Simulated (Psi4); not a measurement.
Two rigid molecules brought together: BF3 ··· Li+ (SMILES FB(F)F and [Li+]) (charge +1). Monomers: optimised at B3LYP-D3(BJ) (def2-TZVP), held rigid. Orientation: lowest of the rigid-body minima from ten starts at GFN2-xTB (searched outside a hard wall at short contacts). The monomers approach along the line of their centres of mass (distance R); nothing else relaxes. The shortest distances reach bonding range, where SAPT0 and rigid monomers are unreliable.

- PBE/def2-TZVP, counterpoise-corrected (Psi4)
- PBE-D3(BJ)/def2-TZVP, counterpoise-corrected (Psi4)
- PBE0-D3(BJ)/def2-TZVP, counterpoise-corrected (Psi4)
- wB97X-V/def2-TZVP, counterpoise-corrected (Psi4)

Interaction energies in kJ/mol; the last columns give the difference from wB97X-V:

```json
[
 {"R / Å": "3.08", "PBE/def2-TZVP": "-53.22", "PBE-D3(BJ)/def2-TZVP": "-55.28", "PBE0-D3(BJ)/def2-TZVP": "-55.47", "wB97X-V/def2-TZVP": "-52.22", "PBE/def2-TZVP − wB97X-V/def2-TZVP": "-1.01", "PBE-D3(BJ)/def2-TZVP − wB97X-V/def2-TZVP": "-3.07", "PBE0-D3(BJ)/def2-TZVP − wB97X-V/def2-TZVP": "-3.26"},
 {"R / Å": "3.31", "PBE/def2-TZVP": "-53.24", "PBE-D3(BJ)/def2-TZVP": "-55.14", "PBE0-D3(BJ)/def2-TZVP": "-54.53", "wB97X-V/def2-TZVP": "-52.39", "PBE/def2-TZVP − wB97X-V/def2-TZVP": "-0.85", "PBE-D3(BJ)/def2-TZVP − wB97X-V/def2-TZVP": "-2.75", "PBE0-D3(BJ)/def2-TZVP − wB97X-V/def2-TZVP": "-2.14"},
 {"R / Å": "3.45", "PBE/def2-TZVP": "-48.47", "PBE-D3(BJ)/def2-TZVP": "-50.29", "PBE0-D3(BJ)/def2-TZVP": "-49.50", "wB97X-V/def2-TZVP": "-47.70", "PBE/def2-TZVP − wB97X-V/def2-TZVP": "-0.77", "PBE-D3(BJ)/def2-TZVP − wB97X-V/def2-TZVP": "-2.59", "PBE0-D3(BJ)/def2-TZVP − wB97X-V/def2-TZVP": "-1.80"},
 {"R / Å": "3.75", "PBE/def2-TZVP": "-36.53", "PBE-D3(BJ)/def2-TZVP": "-39.00", "PBE0-D3(BJ)/def2-TZVP": "-38.26", "wB97X-V/def2-TZVP": "-35.98", "PBE/def2-TZVP − wB97X-V/def2-TZVP": "-0.55", "PBE-D3(BJ)/def2-TZVP − wB97X-V/def2-TZVP": "-3.02", "PBE0-D3(BJ)/def2-TZVP − wB97X-V/def2-TZVP": "-2.27"},
 {"R / Å": "4.07", "PBE/def2-TZVP": "-26.10", "PBE-D3(BJ)/def2-TZVP": "-29.16", "PBE0-D3(BJ)/def2-TZVP": "-28.73", "wB97X-V/def2-TZVP": "-25.85", "PBE/def2-TZVP − wB97X-V/def2-TZVP": "-0.25", "PBE-D3(BJ)/def2-TZVP − wB97X-V/def2-TZVP": "-3.31", "PBE0-D3(BJ)/def2-TZVP − wB97X-V/def2-TZVP": "-2.88"},
 {"R / Å": "4.56", "PBE/def2-TZVP": "-15.97", "PBE-D3(BJ)/def2-TZVP": "-18.15", "PBE0-D3(BJ)/def2-TZVP": "-18.13", "wB97X-V/def2-TZVP": "-16.05", "PBE/def2-TZVP − wB97X-V/def2-TZVP": "0.08", "PBE-D3(BJ)/def2-TZVP − wB97X-V/def2-TZVP": "-2.10", "PBE0-D3(BJ)/def2-TZVP − wB97X-V/def2-TZVP": "-2.08"},
 {"R / Å": "5.27", "PBE/def2-TZVP": "-8.74", "PBE-D3(BJ)/def2-TZVP": "-9.85", "PBE0-D3(BJ)/def2-TZVP": "-10.03", "wB97X-V/def2-TZVP": "-8.94", "PBE/def2-TZVP − wB97X-V/def2-TZVP": "0.21", "PBE-D3(BJ)/def2-TZVP − wB97X-V/def2-TZVP": "-0.90", "PBE0-D3(BJ)/def2-TZVP − wB97X-V/def2-TZVP": "-1.09"},
 {"R / Å": "6.26", "PBE/def2-TZVP": "-4.46", "PBE-D3(BJ)/def2-TZVP": "-4.85", "PBE0-D3(BJ)/def2-TZVP": "-5.00", "wB97X-V/def2-TZVP": "-4.63", "PBE/def2-TZVP − wB97X-V/def2-TZVP": "0.17", "PBE-D3(BJ)/def2-TZVP − wB97X-V/def2-TZVP": "-0.22", "PBE0-D3(BJ)/def2-TZVP − wB97X-V/def2-TZVP": "-0.37"},
 {"R / Å": "7.59", "PBE/def2-TZVP": "-2.20", "PBE-D3(BJ)/def2-TZVP": "-2.31", "PBE0-D3(BJ)/def2-TZVP": "-2.40", "wB97X-V/def2-TZVP": "-2.31", "PBE/def2-TZVP − wB97X-V/def2-TZVP": "0.10", "PBE-D3(BJ)/def2-TZVP − wB97X-V/def2-TZVP": "0.00", "PBE0-D3(BJ)/def2-TZVP − wB97X-V/def2-TZVP": "-0.09"}
]
```

PBE/def2-TZVP is furthest from wB97X-V/def2-TZVP at 3.08 (-1.01 kJ/mol, below); its mean absolute difference over the points is 0.44 kJ/mol.

PBE-D3(BJ)/def2-TZVP is furthest from wB97X-V/def2-TZVP at 4.07 (-3.31 kJ/mol, below); its mean absolute difference over the points is 1.99 kJ/mol.

PBE0-D3(BJ)/def2-TZVP is furthest from wB97X-V/def2-TZVP at 3.08 (-3.26 kJ/mol, below); its mean absolute difference over the points is 1.77 kJ/mol.
